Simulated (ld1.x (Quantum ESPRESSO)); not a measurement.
**Which change was made? (Sn, TM)**

* Element: tin (Sn)
* Generator: ld1.x (Quantum ESPRESSO) 7.5
* Type: norm-conserving Troullier–Martins (Kleinman–Bylander form)
* Functional: LDA (PZ)
* Relativity: scalar-relativistic
* Frozen core: [Kr]
* Valence charge: 14
* Reference configuration: 4d10 5s2 5p1.75 (charge +0.25)
* Partial waves: 5s (bound): rc 1.90 bohr; 5p (bound): rc 2.45 bohr; 4d (bound): rc 1.55 bohr
* Local potential: the d channel
* Core correction: a·sin(br)/r model core inside 1.40 bohr

Cutoffs, loose and tight: the cutoffs (Ry, on a coarse ladder) from which the occupation-weighted sum of valence levels, in a spherical-Bessel basis at the reference potential, stays within 10 and 1 mRy of its value at 400 Ry. They do not see the model core or the augmentation charge, which bear on the density cutoff. Test errors are all-electron minus pseudo excitation energies from the reference, over the configurations 4d10 5s2 5p2; 4d10 5s2 5p1; 4d10 5s2 5p0; 4d10 5s1 5p2; 4d10 5s2 5p1.5; 4d10 5s1 5p0; 4d10 5s0 5p4 (two spin-polarised tests are not counted in the largest error); variants that change the core or the reference have their own tests.

The base gives: outcome: generated; cutoff, loose: 90 Ry; cutoff, tight: 140 Ry; bound ghosts: s, p; largest test error (meV): -15.

(1) After one change the result is: outcome: generated; cutoff, loose: 90 Ry; cutoff, tight: 140 Ry; bound ghosts: s, p; largest test error (meV): -109. Which change was it?
A. wave 5p (bound): rc 2.45 bohr becomes 5p (bound): rc 3.70 bohr
B. wave 5p (bound): rc 2.45 bohr becomes 5p (bound): rc 3.38 bohr
C. wave 5p (bound): rc 2.45 bohr becomes 5p (bound): rc 2.84 bohr

Results:

(1) A. The others give: wave 5p (bound): rc 2.45 bohr becomes 5p (bound): rc 2.84 bohr → outcome: generated; cutoff, loose: 90 Ry; cutoff, tight: 140 Ry; bound ghosts: s, p; largest test error (meV): -27 | wave 5p (bound): rc 2.45 bohr becomes 5p (bound): rc 3.38 bohr → outcome: generated; cutoff, loose: 90 Ry; cutoff, tight: 140 Ry; bound ghosts: s, p; largest test error (meV): -71.
